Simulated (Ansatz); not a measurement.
Basis-set extrapolation for F₄H₂Si₂ (`F[SiH](F)[SiH](F)F`) (PBE0-D4/def2-TZVP geometry, frozen core, Ansatz 0.2.0). Multiplicity 1, RHF reference.

```csv
,def2-TZVPP,def2-QZVPP
HF,-977.264938,-977.303457
MP2 correlation,-1.222243,-1.339719
CCSD(T) correlation,-1.278370,not run
```

Energies in hartree. Use E(X) = E(∞) + A·exp(−7.88·√X) for Hartree–Fock and E(X) = E(∞) + B·X^(−2.97) for correlation, with X = 3 and 4, and add CCSD(T) minus MP2 of the smaller set to the MP2 limit.

Question: What is the CCSD(T) energy at the basis-set limit?

Answer: HF limit: -977.303457 + (-0.038519) × 0.13774 = -977.30876. MP2 limit: -1.339719 + (-0.117476) × 0.74074 = -1.42674. Higher-order term: -1.278370 − (-1.222243) = -0.05613. Total: -978.79163 hartree, 6.76 eV below CCSD(T)/def2-TZVPP.
